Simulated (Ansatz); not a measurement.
`C[S][In]([F])[F]` and `O[CH2][In]([F])[F]` differ in one atom or group.

Ansatz, PBE0-D4/def2-TZVP geometries, multiplicity 1. Each molecule was computed in one conformer, which needn't be the lowest.

Elements past krypton have def2 core potentials.

```
                                        property  `C[S][In]([F])[F]`
               HOMO energy (PBE/def2-TZVPP) / eV               -6.61
             LUMO energy (B3LYP/def2-TZVPP) / eV               -2.78
             HOMO–LUMO gap (PBE/def2-TZVPP) / eV                3.29
  zero-point energy (PBE0-D4/def2-TZVP) / kJ/mol               111.4
             HOMO energy (B3LYP/def2-TZVPP) / eV               -7.63
size of the dipole moment (B3LYP/def2-TZVPP) / D                3.76
```

Problem. What does the change do to each property? (Best estimate.)

Solution. Ansatz gave: 
| property | `O[CH2][In]([F])[F]` | shift |
| --- | --- | --- |
| HOMO energy (PBE/def2-TZVPP) / eV | -6.63 | -0.02 |
| LUMO energy (B3LYP/def2-TZVPP) / eV | -2.44 | 0.34 |
| HOMO–LUMO gap (PBE/def2-TZVPP) / eV | 3.71 | 0.42 |
| zero-point energy (PBE0-D4/def2-TZVP) / kJ/mol | 119.0 | 7.6 |
| HOMO energy (B3LYP/def2-TZVPP) / eV | -7.78 | -0.15 |
| size of the dipole moment (B3LYP/def2-TZVPP) / D | 3.85 | 0.09 |

With PBE0 the HOMO falls by 0.10 eV and the LUMO rises by 0.35 eV, so the gap widens by about 0.45 eV. PBE moves the HOMO by -0.02 eV and ωB97M-V by -0.09 eV. Dipoles are sizes alone; their direction can turn.

B3LYP here is the variant with VWN-RPA as its local correlation; programs differ in this.
